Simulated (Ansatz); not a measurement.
Pulling on the Sn1–F3 bond in FHSn (SMILES [F][SnH]) (multiplicity 1 held, fragments rigid). Energies count from the point at 1.961 Å.
Geometry at that point (charge 0, multiplicity 1):
```
atom    x (Å)    y (Å)    z (Å)
----  -------  -------  -------
Sn    -0.0910  -0.1737   0.2189
H     -1.0351  -1.0891  -1.0004
F      0.6204   1.0860  -1.1050
```

R- and RO- levels are restricted; in cc, def2 and unpolarised 6-31G sets they are followed outwards from rest. Unrestricted levels (U-) break spin symmetry where that is lower. Levels need not reach the same state.

Correlated levels freeze the cores. Filled d and f shells under p-block atoms count as core.

The values were computed with Ansatz (an electronic-structure program) with Gaussian orbitals. Values without a source in brackets are computed. In def2 rows elements past Kr take small-core potentials, without spin–orbit coupling.

Energies in kJ/mol.

```csv
R (Å),U-HF/def2-TZVPP,U-PBE/def2-TZVPP,R-SCS-MP2/def2-TZVPP,U-CCSD/def2-TZVPP,U-CCSD(T)/def2-TZVPP
1.569,275,314,___,301,305
1.765,35,55,49,46,48
1.961,0,0,0,0,0
2.157,41,22,31,34,32
2.353,105,71,90,94,91
2.647,203,153,185,190,185
2.942,287,226,272,282,281
3.432,308,315,389,392,396
3.922,312,365,476,448,459
4.510,314,396,552,465,478
5.295,314,414,___,468,481
6.275,315,424,___,468,482
```

**Question.** Complete the blanks.

**Answer.** 
- 1.569, R-SCS-MP2/def2-TZVPP: 307
- 6.275, R-SCS-MP2/def2-TZVPP: 670
- 5.295, R-SCS-MP2/def2-TZVPP: 619

Doubts at one or more of the structures used: a spin-contaminated determinant (U-HF/def2-TZVPP, U-PBE/def2-TZVPP, U-CCSD/def2-TZVPP, U-CCSD(T)/def2-TZVPP); a restricted determinant that unrestricted orbitals would lower (R-SCS-MP2/def2-TZVPP); T1 above 0.05 (U-CCSD/def2-TZVPP, U-CCSD(T)/def2-TZVPP).
